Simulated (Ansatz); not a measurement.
Input for Ansatz (an electronic-structure program): R-CCSD(T)/cc-pVTZ on C3H8O (SMILES CCCO), a point of a torsion scan.

Ansatz 0.2 input:
```yaml
crystal:
  periodic: [false, false, false]
  atoms:
    - {symbol: C, position_ang: [-1.17503560, 0.77862787, 0.14695491]}
    - {symbol: C, position_ang: [-0.44138255, -0.48757678, -0.28543732]}
    - {symbol: C, position_ang: [0.95847489, -0.59518475, 0.32754335]}
    - {symbol: O, position_ang: [0.96017344, -0.62348202, 1.73407121]}
    - {symbol: H, position_ang: [-2.11955315, 0.86415731, -0.38449822]}
    - {symbol: H, position_ang: [-0.57837859, 1.66277086, -0.07295514]}
    - {symbol: H, position_ang: [-1.39514052, 0.75965669, 1.21292805]}
    - {symbol: H, position_ang: [-1.02514101, -1.36116844, 0.01106153]}
    - {symbol: H, position_ang: [-0.33595443, -0.50120590, -1.37127562]}
    - {symbol: H, position_ang: [1.42950773, -1.53028461, 0.01629707]}
    - {symbol: H, position_ang: [1.57799319, 0.24058216, -0.03388209]}
    - {symbol: H, position_ang: [0.54089771, 0.18269082, 2.05409869]}
basis:
  gaussian:
    orbitals: cc-pVTZ
magnetization: {spin_polarized: false}
correlation: {method: ccsd_t, electrons: outside_noble_gas}
scf: {lower_state_search: off}
```

Program output:

```
WARN ansatz: RAYON_NUM_THREADS=1 ignored (pool sized by the plan → 1); use --threads N
Functional definition: HF
these checks for a lower state are left out or cut short: stability, starts, cluster_reference, orbital_swaps, neighbouring_geometries, increment
integrals: 1.28 GiB planned
1311 factors; integrals over basis functions are off by at most 1.0e-3 eV
mean field: 0.66 GiB planned
mean field evaluation 1: about -5253.3944 eV, gradient 3.8e1 eV
mean field evaluation 2: about -5253.5832 eV, gradient 3.8e1 eV
mean field evaluation 4: about -5256.8946 eV, gradient 4.1e0 eV
mean field evaluation 8: about -5256.9420 eV, gradient 2.4e-1 eV
mean field -5256.94224821 eV, -193.1890643384 hartree, gradient 2.4e-6 eV, S^2 0.000000; 0 other end points of the search recorded, 0 dependent functions left out
4 core orbitals not correlated
reference -5256.94224821 eV, -193.1890643384 hartree; 13, 13 occupied and 215, 215 virtual orbitals, 1311 factors
second order -21.13369903 eV of doubles, -0.00000000 eV of singles
coupled cluster: 1.79 GiB planned
cycle   1  -21.63214086 eV  change   -5.0e-1 eV  update   8.4e-2
cycle   2  -22.11221855 eV  change   -4.8e-1 eV  update   2.3e-2
cycle   3  -22.19590202 eV  change   -8.4e-2 eV  update   1.0e-2
cycle   4  -22.19137513 eV  change    4.5e-3 eV  update   2.2e-3
cycle   5  -22.19183983 eV  change   -4.6e-4 eV  update   9.4e-4
cycle   6  -22.19224924 eV  change   -4.1e-4 eV  update   2.6e-4
cycle   7  -22.19217418 eV  change    7.5e-5 eV  update   1.2e-4
cycle   8  -22.19214903 eV  change    2.5e-5 eV  update   3.7e-5
cycle   9  -22.19215216 eV  change   -3.1e-6 eV  update   1.4e-5
perturbative correction -0.81628902 eV, -0.0299980681 hartree
Total energy: -5279.95068939 eV, -194.0346089559 hartree
Checks for a lower state left out: stability, starts, cluster_reference, orbital_swaps, neighbouring_geometries, increment
```

The run converged.

Cost: about 7 core-minutes (a rough figure).
